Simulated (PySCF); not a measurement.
CH3Cl2Si, SMILES C[Si](Cl)Cl, multiplicity 2. Atoms are numbered in the order given.

```xyz
7

C      0.2539     2.0283     0.0000
Si    -0.5143     0.3214     0.0000
Cl     0.1304    -0.6991     1.6867
Cl     0.1304    -0.6991    -1.6867
H      1.3514     1.9298     0.0000
H     -0.0548     2.5855     0.8967
H     -0.0548     2.5855    -0.8967
```
Charge 0, spin multiplicity 2.

The structure is a stationary point at PBE0-D3(BJ)/def2-SVP. The isomer is the one that the SMILES or the coordinates give; other isomers of the formula were not compared.

Computed with B3LYP/pcH-1 in PySCF.

Unrestricted Kohn–Sham, ⟨S²⟩ = 0.751. Hyperfine tensors hold the contact and dipolar terms, without spin-orbit corrections.

Question: Estimate the hyperfine couplings. (An estimate is asked for; the answer gives what the named calculation found.)

Answer: 
```
nucleus     A(iso) (MHz)  A(iso) (G)  dipolar principal values (MHz)
----------  ------------  ----------  ------------------------------
13C no. 1           72.5        25.9                -9.3, -8.9, 18.2
29Si no. 2        -843.0      -300.8              -142.0, 70.6, 71.3
35Cl no. 3          23.9         8.5              -19.9, -19.3, 39.2
35Cl no. 4          23.9         8.5              -19.9, -19.3, 39.2
1H no. 5            44.6        15.9                 -5.5, -0.2, 5.6
1H no. 6            -6.1        -2.2                 -5.9, -2.4, 8.2
1H no. 7            -6.1        -2.2                 -5.9, -2.4, 8.2
```

Question: And the g tensor (effective nuclear charges for spin-orbit coupling, GIAO)? (Estimate from the structure and the level; the computed values follow.)

Answer: principal values 2.0023, 2.0069, 2.0073; isotropic 2.0055.
